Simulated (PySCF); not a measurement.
# C²⁺ (carbon, charge +2) across methods

[He] 2s2, closed-shell 1S. Computed with PySCF 2.14 in aug-cc-pVDZ, with no relativity, point nucleus.

```
 method  E (hartree)  mean ε 1s (eV)  mean ε 2s (eV)  Σ⟨r²⟩ (bohr²)   ⟨S²⟩
 r2SCAN     -36.4791         -313.03         -40.721          4.677  0.000
  TPSSh     -36.5166         -315.16         -41.346          4.646  0.000
    UHF    -36.40165         -344.95         -46.096          4.704  0.000
wB97M-V     -36.5272         -321.47         -44.530          4.671  0.000
    PBE     -36.4512         -309.15         -40.444          4.664  0.000
 revPBE     -36.5046         -309.40         -40.470          4.660  0.000
   PBE0     -36.4629         -318.26         -42.095          4.662  0.000
wB97X-V     -36.5175         -319.44         -44.768          4.675  0.000
    LDA     -36.1197         -306.08         -40.205          4.697  0.000
```
